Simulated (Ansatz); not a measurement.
Au₂Br⁺: single points at one geometry.

```yaml
crystal:
  periodic: [false, false, false]
  atoms:
    - {symbol: Au, position_ang: [-1.231521, 0.209876, -0.927400]}
    - {symbol: Au, position_ang: [0.456787, 0.798517, 1.254684]}
    - {symbol: Br, position_ang: [0.774723, -1.008394, -0.327283]}
basis:
  gaussian: {orbitals: def2-TZVP, initial_orbitals: start.molden}
total_charge: 1
hamiltonian: {xc: r2scan, dispersion: d4}
scf: {omitted_lower_state_checks: [starts]}
output: {orbitals: {seedname: orbitals}}
```

The file start.molden holds the orbitals of an earlier run on this structure, at another level or in another basis.

```sh
$ ansatz run in.yaml --threads 4 --pin off --events-out ev --progress --plain --max-ram 3916MiB
```

Output, abridged:

```
Functional definition: r2SCAN
1092 factors; their error is unknown
mean field evaluation 1: about -77429.1918 eV, gradient 7.6e0 eV
mean field evaluation 2: about -77429.2555 eV, gradient 1.4e-1 eV
mean field evaluation 4: about -77429.2250 eV, gradient 1.0e-3 eV
mean field evaluation 8: about -77429.2250 eV, gradient 1.3e-5 eV
mean field -77429.22498386 eV, -2845.4715347430 hartree, gradient 1.3e-5 eV, S^2 0.000000; 0 other end points of the search recorded, 0 dependent functions left out
reference -77429.22499965 eV, -2845.4715353233 hartree; 36, 36 occupied and 92, 92 virtual orbitals, 1092 factors
Total energy: -77429.24588488 eV, -2845.4723028413 hartree
Checks for a lower state left out: starts
```

Run time 2.2 s (4 threads of Intel Xeon Platinum 8259CL on a shared host).

The first input with `hamiltonian: {xc: {name: PBE-QIDH}}` and without the key `output` (abridged; 2.9 s):

```
Functional definition: PBE-QIDH
mean field -77388.78787593 eV, -2843.9854984361 hartree, gradient 7.4e-6 eV, S^2 0.000000
9 core orbitals not correlated: weight in the atoms' cores, before any rotation towards them, 1.000 or more for the frozen orbitals, at most 0.000 for the correlated occupied ones
second order -32.44828276 eV of doubles, -0.00000000 eV of singles
Total energy: -77399.60398478 eV, -2844.3829831046 hartree
Checks for a lower state left out: starts
```

First input, but with `gaussian: {orbitals: def2-SVP, initial_orbitals: start.molden}`, `hamiltonian: {xc: pbe0, dispersion: d4}` (abridged; 1.3 s):

```
Functional definition: PBE0
mean field -77409.25192185 eV, -2844.7375382524 hartree, gradient 2.5e-5 eV, S^2 0.000000
Total energy: -77409.35387326 eV, -2844.7412848977 hartree
Checks for a lower state left out: starts
```

The first input with `hamiltonian: {xc: {name: LC-wPBE}}` (abridged; 1.4 s):

```
Functional definition: LC-wPBE
mean field -77417.78451217 eV, -2845.0511051631 hartree, gradient 8.2e-5 eV, S^2 0.000000
Total energy: -77417.78451217 eV, -2845.0511051633 hartree
Checks for a lower state left out: starts
```

The first input with `hamiltonian: {xc: pbe0, dispersion: d4}`, `output: {forces: true, orbitals: {seedname: orbitals}}` and without the key `scf` (abridged; 3.2 s):

```
Functional definition: PBE0
mean field evaluation 16: about -77418.2685 eV, gradient 1.2e-1 eV
mean field -77418.26854069 eV, -2845.0688928832 hartree, gradient 3.8e-5 eV, S^2 0.000000; 1 other end points of the search recorded, 0 dependent functions left out
Total energy: -77418.37049287 eV, -2845.0726395566 hartree
Atom 0 force    -0.158115    -0.029576    -0.177806 eV/Å
Atom 1 force     0.127008     0.070682     0.191588 eV/Å
Atom 2 force     0.031107    -0.041106    -0.013782 eV/Å
Dipole moment:    -0.239270     0.311424     0.101067 e Å
```

As the first input, with `correlation: {method: mp2}` and without the key `hamiltonian` (abridged; 1.5 s):

```
Functional definition: HF
mean field -77329.32249482 eV, -2841.8001859871 hartree, gradient 1.6e-6 eV, S^2 0.000000
9 core orbitals not correlated: weight in the atoms' cores, before any rotation towards them, 1.000 or more for the frozen orbitals, at most 0.000 for the correlated occupied ones
second order -29.20704097 eV of doubles, -0.00000000 eV of singles
Total energy: -77358.52953579 eV, -2842.8735249457 hartree
Checks for a lower state left out: starts
```

Geometry: r2SCAN-D4/def2-TZVP.

In the def2 sets Au takes a core potential; there is no spin–orbit coupling. LC-ωPBE has ω = 0.4 bohr⁻¹. Correlated methods freeze 9 core orbitals; core or outer-core shells of Au, Br are correlated, in sets that lack core-valence functions. At PBE-QIDH/def2-TZVP the test of the restricted singlet for broken spin symmetry was undecided. The structure comes from a short search, and lower isomers may exist.
